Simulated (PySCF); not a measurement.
How methods differ on the ionisation energy of Re

Re [Xe] 4f14 5d5 6s2 [5d3/2^4 5d5/2^1, M_J = 5/2] → Re⁺ [Xe] 4f14 5d5 6s1 [5d3/2^4 5d5/2^1 6s1/2^1, M_J = 3], as a difference of total energies. Calculation: PySCF 2.14, in x2c-TZVPall-2c with one added diffuse shell each of s, p, d type (12s12p11d2f, 117 functions); the two-component X2C-1e Hamiltonian. "Screened" scales the spin-orbit matrix elements by Boettger's factors to mimic the two-electron term; Breit and QED terms are absent.

```tsv
method	ionisation energy (eV)	error (eV)
GHF (spin-free)	5.962	-1.872
GHF (screened spin-orbit)	5.975	-1.859
```

Reference: 7.834 eV (measured; NIST Atomic Spectra Database, ionization energies).

Errors of the correlated levels include the incompleteness of this basis and the frozen core.

The labels give the starting determinants; with spin-orbit coupling the two ends relaxed to ⟨J²⟩ = 8.81, ⟨L²⟩ = 0.23, ⟨S²⟩ = 8.72 and ⟨J²⟩ = 12.01, ⟨L²⟩ = 0.21, ⟨S²⟩ = 11.93.
